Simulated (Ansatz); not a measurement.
Computed with Ansatz on PBE0-D4/def2-TZVP structures; ΔE is electronic, products minus reactants. CBS: MP2 limit from def2 TZ/QZ plus the TZ coupled-cluster correction, frozen cores. This one scheme is used for every species. Functionals use def2-TZVPP. Triplets are unrestricted, without spin–orbit coupling. Each species was taken in one conformer, which may not be the lowest.

Reaction (formal loss of a carbene): `COBCN` → `[CH2]` (triplet) + `NCBO`

CCSD(T)/CBS gives +87.8 kcal/mol.

(1) Another level gave +82.2 kcal/mol. Which?
A. HF/def2-TZVPP
B. r2SCAN/def2-TZVPP
C. SCS-MP2/def2-TZVPP
D. B2PLYP/def2-TZVPP

Largest T1 diagnostic among the species: 0.012.

Answers

(1) B. r2SCAN 82.2, SCS-MP2/def2-TZVPP 88.9, B2PLYP 86.6, HF/def2-TZVPP 57.5 kcal/mol.

The D4 term adds +1.5 kcal/mol with B3LYP and +0.9 kcal/mol with PBE0; it sums over pairs of atoms, weighted by their polarisabilities, and B3LYP, whose exchange is more repulsive, gets the larger term. From PBE to PBE0 (25 % exact exchange), in def2-TZVPP and without D4, ΔE moves by −1.9 kcal/mol.

B3LYP here is the variant with VWN-RPA as its local correlation; programs differ in this.
